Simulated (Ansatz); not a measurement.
Spin states of H3O3Pt (SMILES [OH][Pt]([OH])[OH]), each relaxed with B3LYP-D3(BJ)/def2-TZVP.
State 1 (charge 0, multiplicity 2):
| atom | x (Å) | y (Å) | z (Å) |
|---|---|---|---|
| Pt | 0.2147 | 0.0783 | -0.3377 |
| O | 1.9445 | -0.7434 | -0.3152 |
| H | 2.4875 | -0.5147 | -1.0842 |
| O | -0.2642 | -0.7426 | 1.3404 |
| H | -1.1676 | -0.4138 | 1.4898 |
| O | -1.5475 | 0.8447 | -0.2482 |
| H | -1.7693 | 1.4159 | -0.9940 |
State 2 (charge 0, multiplicity 4):
```xyz
7

Pt     0.00436    -0.02306    -0.28721
O      1.80199    -0.67353    -0.32601
H      2.38331    -0.27524    -0.98636
O     -0.64034    -1.07179     1.33271
H     -0.46493    -0.54275     2.12708
O     -1.61344     0.92984    -0.64866
H     -1.57296     1.58103    -1.36065
```

Singlets are restricted, other states unrestricted; no spin–orbit coupling, no relativity up to Kr; see below for the cores. The largest T1 diagnostic is 0.043.

Programs: Ansatz (Gaussian orbitals).  In def2 rows elements past Kr take small-core potentials, without spin–orbit coupling.

Problem. What energy of the multiplicity-4 state less that of the multiplicity-2 state does r2SCANh/def2-TZVPP give?

Solution. 67 kJ/mol

Problem. Estimate the energy of the multiplicity-4 state less that of the multiplicity-2 state that wB97M-V/def2-TZVPP returns for this input.

Solution. 96 kJ/mol

Ansatz is a quantum-chemistry and plane-wave program.
